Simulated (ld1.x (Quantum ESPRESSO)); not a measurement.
An all-electron radial function and its pseudo partner (Lu)

Columns: radius, all-electron u(r) and pseudo u(r) of the 5s shell (level -61.19 eV) of lutetium in the configuration [Kr] 4d10 4f14 5s2 5p6 5d1 6s2 6p0; LDA (PZ), scalar-relativistic, ultrasoft scheme, ld1.x (Quantum ESPRESSO) 7.5.

```tsv
r (bohr)	all-electron	pseudo
0.170	0.3846	0.2693
0.340	-0.5316	0.5151
0.510	-0.2513	0.7167
0.680	0.4839	0.8593
0.850	0.9470	0.9354
1.020	1.0908	0.9455
1.190	1.0375	0.8977
1.360	0.8947	0.8055
1.530	0.7283	0.6863
1.700	0.5713	0.5576
1.870	0.4370	0.4346
2.040	0.3283	0.3283
2.210	0.2435	0.2435
2.380	0.1788	0.1788
2.550	0.1303	0.1303
2.720	0.0944	0.0944
2.890	0.0681	0.0681
3.060	0.0489	0.0489
3.230	0.0350	0.0350
3.400	0.0250	0.0250
3.570	0.0178	0.0178
3.740	0.0127	0.0127
3.910	0.0090	0.0090
4.080	0.0064	0.0064
4.250	0.0045	0.0045
4.420	0.0032	0.0032
```

How many radial nodes do the two functions have?

The all-electron 5s function has n − l − 1 = 4 (the table is too coarse to show those close to the nucleus); the pseudo-wave has 0, since the states of the same l below it are removed with the core.

At about which radius was the pseudo-wave matched?

2.25 bohr. The columns agree to 0.0005 from 2.04 bohr on; several derivatives are matched, so the curves merge somewhat inside the radius.

Where does each function peak?

Outermost all-electron maximum near 1.02 bohr, pseudo maximum near 1.02 bohr (to the table’s step).

Is the pseudo-wave norm-conserving?

No, it belongs to an ultrasoft set: the norm inside the radius is not constrained, and the difference is carried by the augmentation charge.
